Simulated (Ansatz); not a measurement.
Conformers of C4H6O (SMILES C=COC=C), B3LYP-D3(BJ)/def2-TZVP minima from an xTB search, which can miss the lowest.
Conformer 1 (charge 0, multiplicity 1):
```xyz
11

C     -1.878    -0.019    -0.281
C     -1.091     0.941     0.190
O      0.265     0.903     0.330
C      0.893    -0.314     0.307
C      2.126    -0.450    -0.153
H     -1.503    -0.966    -0.642
H     -2.943     0.153    -0.327
H     -1.469     1.903     0.510
H      0.318    -1.126     0.738
H      2.663     0.383    -0.585
H      2.620    -1.408    -0.086
```
Conformer 2 (charge 0, multiplicity 1, Z-matrix in Å and degrees):
```
O
C 1 1.3639
C 2 1.3241 1 121.91
C 1 1.3639 2 118.37 3 -179.90
C 4 1.3241 1 121.91 2 -179.99
H 3 1.0791 2 119.58 1 -179.97
H 5 1.0791 4 119.58 1 -179.99
H 3 1.0810 6 118.84 2 -179.98
H 5 1.0810 7 118.84 4 -179.98
H 2 1.0856 3 123.02 6 0.01
H 4 1.0856 5 123.02 7 0.00
```

Frozen-core correlation. MP2 and its Hartree–Fock in cc-pVQZ are density fitted.

Run with Ansatz (an electronic-structure program) with Gaussian orbitals. 

The energy of conformer 2 above conformer 1 is E(conformer 2) − E(conformer 1). Total energies (hartree):

```json
[
 {"level": "HF/cc-pVTZ", "conformer 2": "-229.8504432", "conformer 1": "-229.8502092"},
 {"level": "MP2/cc-pVTZ", "conformer 2": "-230.7311247", "conformer 1": "-230.7319598"},
 {"level": "HF/cc-pVQZ", "conformer 2": "-229.8663613", "conformer 1": "-229.8660533"},
 {"level": "MP2/cc-pVQZ", "conformer 2": "-230.8057472", "conformer 1": "-230.8066148"},
 {"level": "CCSD(T)/cc-pVTZ", "conformer 2": "-230.8065051", "conformer 1": "-230.8071011"}
]
```

Task: Work out the energy of conformer 2 above conformer 1 at the basis-set limit: extrapolate the MP2 correlation part as X⁻³, take Hartree–Fock from the larger set, and add the CCSD(T) − MP2 difference of cc-pVTZ.

Result: 
1. Differences (1 hartree = 627.509 kcal/mol): HF/cc-pVTZ -0.147; MP2/cc-pVTZ 0.524; HF/cc-pVQZ -0.193; MP2/cc-pVQZ 0.544; CCSD(T)/cc-pVTZ 0.374.
2. Correlation parts, MP2 less HF: 0.671 in cc-pVTZ (X = 3), 0.738 in cc-pVQZ (X = 4).
3. Limit (4³·(0.738) − 3³·(0.671))/(4³ − 3³) = 0.786; with HF/cc-pVQZ it gives 0.593.
4. CCSD(T) less MP2 in cc-pVTZ: -0.150.
Result: 0.44 kcal/mol, against 0.52 at MP2/cc-pVTZ. It is an estimate of this method's limit, not of the exact value.
